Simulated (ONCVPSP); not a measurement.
# Cutoff test, calcium (Ca), ONCV

| Property | Result |
| --- | --- |
| Element | calcium |
| Generator | ONCVPSP 4.0.1 |
| Type | optimised norm-conserving Vanderbilt (ONCV) |
| Functional | LDA (Perdew-Wang 92) |
| Relativity | scalar-relativistic |
| Frozen core | [Ne] |
| Valence charge | 10 |
| Reference configuration | 3s2 3p6 4s1 (charge +1) |
| Partial waves | 3s+4s: rc 1.70 bohr, ncon 3, nbas 7, qcut 7.7 1/bohr, 2 projectors; 3p: rc 1.95 bohr, ncon 3, nbas 8, qcut 7.7 1/bohr, 2 projectors, debl 3.7 Ha; d scattering state at 0.02 Ha: rc 1.80 bohr, ncon 5, nbas 8, qcut 6.1 1/bohr, 2 projectors, debl 2.3 Ha; f scattering state at 0.08 Ha: rc 2.05 bohr, ncon 4, nbas 8, qcut 5.9 1/bohr, 2 projectors, debl 0.5 Ha |
| Local potential | polynomial inside 1.40 bohr (lpopt 1, dvloc0 0 Ha) |
| Core correction | none |

In the d channel the program set the typed energies aside and used -0.316, 1.984 Ha.

**Question.** For each optimised wave give the share of its norm inside rc, the residual kinetic energy above qcut (Ha) and the cutoffs (Ha) for errors of 10, 1, 0.1 and 0.01 mHa per electron.

**Answer.**

```csv
wave,norm inside rc,residual KE,10 mHa,1 mHa,0.1 mHa,0.01 mHa
3s,0.891,2.9e-07,12.8,18.1,22.1,25.1
4s,0.049,1.1e-07,6.7,15.4,20.2,24.1
3p,0.900,1.5e-09,11.2,15.1,18.6,21.8
p projector 2,0.119,2.1e-09,11.2,15.2,18.5,21.7
d projector 1,0.530,7.7e-03,18.0,54.5,68.0,75.5
d projector 2,0.137,3.5e-02,22.6,66.5,84.3,94.0
f projector 1,0.006,2.9e-07,1.2,3.3,7.5,12.0
f projector 2,0.050,5.9e-06,4.1,8.7,13.1,16.7
```

The occupied waves need 18 Ha and 22 Ha for 1 and 0.1 mHa. Rows with under 1 % of the norm inside rc give no meaningful cutoff. The cutoffs count occupied waves only; projector 2 of the d channel, the hardest unoccupied one, needs 66 Ha at the loose tolerance.
